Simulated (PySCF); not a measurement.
State search for BeSb

Unrestricted PBE0; Be x2c-SVPall, Sb x2c-SVPall; spin-free X2C with a Gaussian nucleus (PySCF 2.14). Outer shells of the fragments: Be 2s2; Sb 4d10 5s2 5p3.

Followed along the bond (rough minima from three points):

```tsv
2Ms+1	unpaired	⟨S²⟩ at the start	R at minimum (Å)	Te (eV)
4	σ ↑, π ↑↑	3.75	2.41	0.00
2	σ ↓, π ↑↑	1.76	2.40	0.15
2	σ ↑, π ↑↓	1.76	2.40	0.37
2	π ↑	0.80	2.21	0.41
2	σ ↑	0.76	2.39	1.23
```

Solutions found at the starting distance of 2.325 Å, counted from the lowest of them; the search is not exhaustive and high or unbound solutions are not listed, so other states can lie among these:

| 2Ms+1 | unpaired | term | E (eV) | ⟨S²⟩ | ⟨Lz²⟩ | μ (D) |
| --- | --- | --- | --- | --- | --- | --- |
| 4 | σ ↑, π ↑↑ | ⁴Σ⁻ | 0.00 | 3.75 | 0.00 | 0.46 |
| 2 | σ ↓, π ↑↑ | mixed | 0.14 | 1.76 | 0.00 | 0.32 |
| 2 | σ ↑, π ↑↓ | mixed | 0.37 | 1.76 | 2.01 | 0.48 |
| 2 | π ↑ | ²Π | 0.45 | 0.80 | 1.01 | -2.58 |
| 2 | σ ↑ | mixed | 1.22 | 0.76 | 2.00 | 0.82 |
| 4 | σ ↑↑, π ↑ | ⁴Π | 1.94 | 3.77 | 1.02 | 0.77 |
| 4 | π ↑↑↑ | ⁴Π | 2.31 | 3.78 | 1.00 | -1.08 |
| 2 | π ↑ | ²Π | 3.83 | 0.75 | 1.00 | 6.81 |

A term symbol is given only where ⟨S²⟩ and ⟨Lz²⟩ are close to those of a pure state; real π, δ and φ orbitals otherwise mix terms. A positive dipole means Be(−)Sb(+).

Spin–orbit coupling is left out.
